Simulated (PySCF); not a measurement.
TeCl2, SMILES Cl[Te]Cl.

Geometry: B3LYP-D3(BJ)/def2-TZVP. The isomer is the one that the SMILES or the coordinates give; other isomers of the formula were not compared. The def2 effective core potentials stand for the cores of Te; spin–orbit coupling is left out.

Computed with B3LYP-D3(BJ)/def2-TZVP (PySCF 2.14.0).

Frequencies are harmonic and unscaled.

```csv
mode,ν (cm⁻¹),IR (km/mol),Raman (Å⁴/amu),depolarisation,moving atoms (share of kinetic energy)
1,124,1.0,5.9,0.67,"Cl 84 %, Te 16 %"
2,354,52.8,8.7,0.75,"Cl 76 %, Te 24 %"
3,371,14.5,19.9,0.11,"Cl 80 %, Te 20 %"
```
